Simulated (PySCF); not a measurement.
Coordinates in bohr (charge 0 multiplicity 1):
```
Sb    0.0000   -1.1262   -0.7967
S     0.0000   -4.5837   -3.2424
I     4.0544   -0.6092    2.4363
I    -4.0544   -0.6092    2.4363
I     0.0000    3.4462   -3.2967
```

Method: PySCF, B3LYP, basis Sb def2-SVP with ECP28, S def2-SVP, I def2-SVP with ECP28 (scalar-relativistic core potentials, no spin–orbit coupling, density fitting).

This geometry of SbSI3 is a stationary point at this level.

Problem. What is the point group?

Solution. C3v.

Problem. Is it a minimum?

Solution. Yes: all harmonic wavenumbers are real, though the softest, 51 cm⁻¹, leaves little margin.

Problem. List the harmonic modes with their infrared intensities.

Solution. 
| symmetry | ω (cm⁻¹) | IR (km/mol, summed over degenerate members) | type |
| --- | --- | --- | --- |
| e | 51 | 0.0 | bend |
| a1 | 76 | 0.3 | bend |
| e | 98 | 2.8 | bend |
| a1 | 166 | 5.5 | mixed |
| e | 196 | 78.7 | mixed |
| a1 | 462 | 35.0 | stretch |

Problem. What is the atomisation energy, with and without zero-point energy?

Solution. 775 kJ/mol without, 767 kJ/mol with.

In C3v the vibrations span 3e + 3a1.

Other isomers or separated fragments may lie lower.
